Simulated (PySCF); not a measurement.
Spectrum to structure. Theory: TDDFT CAM-B3LYP/def2-SVPD, vertical, gas phase, core orbitals frozen in the response in PySCF 2.14.0, density-fitted response routines. Geometries: PBE0-D3(BJ)/def2-SVP, one conformer each.

```csv
state,E (eV),f,"main configurations (H = HOMO, L = LUMO)"
S1,5.91,0.0005,"H→L+1 (74%), H→L (9%)"
S2,7.19,0.0024,"H-1→L (66%), H-1→L+2 (23%)"
S3,7.57,0.018,"H→L (55%), H-1→L+1 (18%)"
S4,7.74,0.013,"H-1→L+1 (58%), H→L (14%)"
S5,8.01,0.020,"H-3→L (39%), H→L+2 (22%), H-3→L+2 (12%)"
S6,8.07,0.0025,"H-2→L (40%), H-2→L+2 (14%)"
S7,8.21,0.0089,"H-4→L+1 (25%), H-6→L+1 (24%)"
S8,8.24,0.044,"H-1→L+3 (22%), H-1→L+2 (14%), H-2→L (9%)"
S9,8.28,0.108,H-2→L+1 (52%)
S10,8.38,0.029,"H-4→L (36%), H-4→L+2 (25%), H-4→L+1 (12%)"
```

Triplets computed (Tamm–Dancoff): 5.43, 6.12, 6.86, 7.41 eV.

Question: Which structure fits? All have the formula C2H8O3Si2.
A. `O=C(CO[SiH3])O[SiH3]`
B. `[SiH3]O[SiH]1OCCO1`
C. `COC(=O)[SiH2]O[SiH3]`

Answer: A. Its S1 lies at 5.91 eV; the nearest of the others has S1 at 5.18 eV. S1 is HOMO→LUMO+1 (74%), HOMO→LUMO (9%). Löwdin shares by element: HOMO oxygen 76%, carbon 9% or more; LUMO silicon 31%, carbon 20% (atoms not listed hold the other 49%). At the same level the other candidates give, for their lowest levels:
- `COC(=O)[SiH2]O[SiH3]`: 5.18 eV (f 0.004); 7.06 eV (f 0.022); 7.39 eV (f 0.002); 7.52 eV (f 0.015); 7.53 eV (f 0.043); T1 4.50 eV; HOMO -9.34, LUMO 0.41 eV
- `[SiH3]O[SiH]1OCCO1`: 7.58 eV (f 0.001); 7.83 eV (f 0.000); 7.88 eV (f 0.001); 8.12 eV (f 0.000); 8.17 eV (f 0.011); T1 7.32 eV; HOMO -9.60, LUMO 0.92 eV

The values belong to the conformer `[O:1]=[C:2]([CH2:3][O:4][SiH3:5])[O:6][SiH3:7]`: O1–C2–C3–O4 172°, C2–C3–O4–Si5 177°, O1–C2–O6–Si7 -1°.
